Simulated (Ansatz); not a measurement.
Single points on HfS₂.

```yaml
crystal:
  periodic: [false, false, false]
  atoms:
    - {symbol: Hf, position_ang: [0.223231, 0.646714, -0.488356]}
    - {symbol: S, position_ang: [-1.864308, 0.093772, -0.004595]}
    - {symbol: S, position_ang: [1.641077, -0.740487, 0.492951]}
basis:
  gaussian: {orbitals: def2-TZVP, initial_orbitals: start.molden}
hamiltonian: {xc: hse06, dispersion: d4}
scf: {omitted_lower_state_checks: [starts]}
output: {orbitals: {seedname: orbitals}}
```

The file start.molden holds the orbitals of an earlier run on this structure, at another level or in another basis.

```sh
$ ansatz run in.yaml --threads 4 --pin off --events-out ev --progress --plain --max-ram 3916MiB
```

It prints (some lines left out):

```
Functional definition: HSE06
935 factors; their error is unknown
62 factors; integrals over basis functions are off by at most 8.1e-6 eV
mean field evaluation 1: about -22970.8173 eV, gradient 3.8e-1 eV
mean field evaluation 2: about -22970.8176 eV, gradient 7.1e-4 eV
mean field evaluation 4: about -22970.8707 eV, gradient 1.3e-5 eV
mean field -22970.87071404 eV, -844.1639285256 hartree, gradient 4.6e-5 eV, S^2 0.000000; 0 other end points of the search recorded, 0 dependent functions left out
reference -22970.87074212 eV, -844.1639295577 hartree; 22, 22 occupied and 92, 92 virtual orbitals, 935 factors
Total energy: -22970.96150734 eV, -844.1672651180 hartree
Checks for a lower state left out: starts
```

It took 0.5 s on 4 threads of AMD EPYC 9R45 on a shared host.

As the first input, with `hamiltonian: {xc: pbe0, dispersion: d4}` and without the key `scf` (abridged; 0.75 s):

```
Functional definition: PBE0
mean field evaluation 16: about -22814.6338 eV, gradient 2.4e2 eV
mean field evaluation 32: about -22971.2692 eV, gradient 1.3e-5 eV
mean field -22971.26923673 eV, -844.1785739642 hartree, gradient 1.3e-5 eV, S^2 0.000000; 1 other end points of the search recorded, 0 dependent functions left out
Total energy: -22971.36236236 eV, -844.1819962680 hartree
```

The first input with `hamiltonian: {xc: r2scan, dispersion: d4}` (abridged; 0.8 s):

```
Functional definition: r2SCAN
mean field -22978.38981273 eV, -844.4402503058 hartree, gradient 2.1e-5 eV, S^2 0.000000
Total energy: -22978.41043138 eV, -844.4410080273 hartree
Checks for a lower state left out: starts
```

First input, but with `gaussian: {orbitals: def2-TZVPP, initial_orbitals: start.molden}`, `correlation: {method: ccsd_t}` and without the key `hamiltonian` (abridged; 2.2 s):

```
Functional definition: HF
mean field evaluation 16: about -22916.5427 eV, gradient 3.2e1 eV
mean field evaluation 32: about -22922.8500 eV, gradient 2.0e-3 eV
mean field evaluation 64: about -22920.3318 eV, gradient 7.9e-4 eV
mean field -22928.26993630 eV, -842.5983788194 hartree, gradient 1.7e-6 eV, S^2 0.000000
10 core orbitals not correlated: weight in the atoms' cores, before any rotation towards them, 1.000 or more for the frozen orbitals, at most 0.000 for the correlated occupied ones
second order -17.88480487 eV of doubles, -0.00000000 eV of singles
cycle   1  -17.19155160 eV  change    6.9e-1 eV  update   2.1e-1
cycle   2  -17.83648374 eV  change   -6.4e-1 eV  update   1.1e-1
cycle   3  -18.03813754 eV  change   -2.0e-1 eV  update   4.1e-2
cycle   4  -18.02420414 eV  change    1.4e-2 eV  update   1.9e-2
cycle   5  -18.01515645 eV  change    9.0e-3 eV  update   9.2e-3
cycle   6  -18.01837915 eV  change   -3.2e-3 eV  update   4.5e-3
cycle   7  -18.01986361 eV  change   -1.5e-3 eV  update   2.2e-3
cycle   8  -18.02003065 eV  change   -1.7e-4 eV  update   9.9e-4
cycle   9  -18.02041471 eV  change   -3.8e-4 eV  update   5.8e-4
cycle  10  -18.02036404 eV  change    5.1e-5 eV  update   2.8e-4
cycle  11  -18.02014003 eV  change    2.2e-4 eV  update   1.3e-4
cycle  12  -18.02025564 eV  change   -1.2e-4 eV  update   6.3e-5
cycle  13  -18.02026417 eV  change   -8.5e-6 eV  update   3.2e-5
cycle  14  -18.02031338 eV  change   -4.9e-5 eV  update   1.6e-5
cycle  15  -18.02031410 eV  change   -7.2e-7 eV  update   5.6e-6
perturbative correction -1.17606516 eV, -0.0432195974 hartree
Total energy: -22947.46631556 eV, -843.3038327455 hartree
Checks for a lower state left out: starts
```

The first input with `gaussian: {orbitals: def2-SVP, initial_orbitals: start.molden}`, `hamiltonian: {xc: pbe0, dispersion: d4}` (abridged; 0.4 s):

```
Functional definition: PBE0
mean field -22963.60658200 eV, -843.8969765969 hartree, gradient 1.6e-5 eV, S^2 0.000000
Total energy: -22963.69972186 eV, -843.9003994238 hartree
Checks for a lower state left out: starts
```

First input, but with `gaussian: {orbitals: def2-TZVPD, initial_orbitals: start.molden}`, `hamiltonian: {xc: pbe, dispersion: d4}` (abridged; 0.5 s):

```
Functional definition: PBE
mean field -22970.79424492 eV, -844.1611183374 hartree, gradient 1.7e-5 eV, S^2 0.000000
Total energy: -22970.90240149 eV, -844.1650930180 hartree
Checks for a lower state left out: starts
```

First input, but with `hamiltonian: {xc: pbe}`, `correlation: {method: rpa}` and without the key `output` (abridged; 0.7 s):

```
Functional definition: PBE
mean field -22970.75255328 eV, -844.1595861979 hartree, gradient 3.3e-6 eV, S^2 0.000000
10 core orbitals not correlated: weight in the atoms' cores, before any rotation towards them, 1.000 or more for the frozen orbitals, at most 0.000 for the correlated occupied ones
Total energy: -22952.65790307 eV, -843.4946200675 hartree
Checks for a lower state left out: starts
```

Geometry: PBE0-D4/def2-TZVP.

In the def2 sets Hf takes a core potential; there is no spin–orbit coupling. HSE06 is defined as in plane-wave codes, on full-range PBE exchange. Correlated methods freeze 10 core orbitals; core or outer-core shells of Hf are correlated, in sets that lack core-valence functions. The structure comes from a short search, and lower isomers may exist.
